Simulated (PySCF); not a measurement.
Sb(Br)2(Me) (CH3Br2Sb), SMILES [CH3][Sb]([Br])[Br].

The structure is a stationary point at PBE0-D3(BJ)/def2-SVP. The structure was generated by enumeration; whether it is a known compound was not checked. The def2 effective core potentials stand for the cores of Sb; spin–orbit coupling is left out.

Method: PBE0-D3(BJ)/def2-SVP (PySCF).

Frequencies are harmonic and unscaled.

Computed normal modes with their intensities:
| mode | ν (cm⁻¹) | IR (km/mol) | Raman (Å⁴/amu) | depolarisation | moving atoms (share of kinetic energy) |
|---|---|---|---|---|---|
| 1 | 77 | 0.7 | 3.8 | 0.68 | Br 80 %, Sb 17 % |
| 2 | 123 | 0.0 | 1.3 | 0.75 | H 75 %, C 19 % |
| 3 | 146 | 0.0 | 2.1 | 0.75 | H 52 %, C 37 %, Br 9 % |
| 4 | 149 | 1.7 | 3.9 | 0.64 | C 44 %, H 22 %, Sb 18 %, Br 16 % |
| 5 | 251 | 40.2 | 6.0 | 0.75 | Br 56 %, Sb 43 % |
| 6 | 253 | 15.8 | 11.3 | 0.10 | Br 62 %, Sb 38 % |
| 7 | 523 | 18.4 | 28.2 | 0.25 | C 71 %, H 18 %, Sb 11 % |
| 8 | 771 | 10.3 | 0.8 | 0.70 | H 83 %, C 16 % |
| 9 | 772 | 13.3 | 1.4 | 0.75 | H 83 %, C 17 % |
| 10 | 1217 | 2.5 | 6.0 | 0.36 | H 82 %, C 18 % |
| 11 | 1414 | 8.6 | 12.7 | 0.69 | H 95 % |
| 12 | 1419 | 8.9 | 8.2 | 0.75 | H 95 % |
| 13 | 3066 | 0.9 | 135.3 | 0.03 | H 98 % |
| 14 | 3190 | 0.0 | 94.0 | 0.75 | H 90 %, C 10 % |
| 15 | 3208 | 1.0 | 52.3 | 0.74 | H 90 %, C 10 % |
